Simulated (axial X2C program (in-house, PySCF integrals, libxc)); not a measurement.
**Ionising NaSc**

All values come from calculations with an axial X2C code built on PySCF integrals, spin-free (one-electron X2C) or two-component (2c: spin–orbit coupling with atomic mean-field Coulomb and Gaunt terms, which also bring small scalar terms), in Dyall basis sets with cores contracted in-house; open shells are unrestricted.

Basis sets: Na dyall-cv3z, Sc dyall-cv3z.

```csv
Hamiltonian,level,NaSc state,Re (Å),ωe (cm⁻¹),De (eV)
spin-free,PBE0,"M_S = 1, Λ = 2",3.438,131.0,0.28
2c,PBE0,Ω = 1,3.438,131.0,n/a
```

Adiabatic ionisation energy (minimum to minimum, no zero-point term) and constants of NaSc⁺:

| Hamiltonian | level | NaSc⁺ state | IE (eV) | Re (Å) | ωe (cm⁻¹) | De (eV) | fragments |
| --- | --- | --- | --- | --- | --- | --- | --- |
| spin-free | PBE0 | M_S = 1/2, Λ = 0 | 4.65 | 3.386 | 142.6 | 0.93 | Sc + Na+ |
| 2c | PBE0 | Ω = 1/2 | 4.66 | 3.386 | 142.6 | n/a | Sc + Na+ |

Add the zero-point terms to the ionisation energy at PBE0, 2c, and say whether the electron removed was bonding.

IE0 = IE + (ωe⁺ − ωe)/2 = 4.66 + (0.001) = 4.66 eV. Re changes by -0.052 Å, but the two determinants differ by more than one electron in one block, so no single orbital tells the change.

Each entry is the lowest single determinant of a limited PBE0 search at one distance. De goes to single-determinant-based atoms at the same level (for ions the charge split of lowest energy) and is withheld (n/a) where an atom does not fit its ground term or J level. Main or longest-lived isotopes. One determinant is a doubtful description, or other states lie close, for NaSc, NaSc⁺; these need not be ground states, and all values refer to the states named. With several unpaired electrons the Ω given is that of one determinant, not necessarily of the lowest component. The functionals have no current term, which raises determinants with orbital currents. Where the atoms have a lower orbital projection than the molecule, De at mean-field level may be about a tenth of an eV too small.
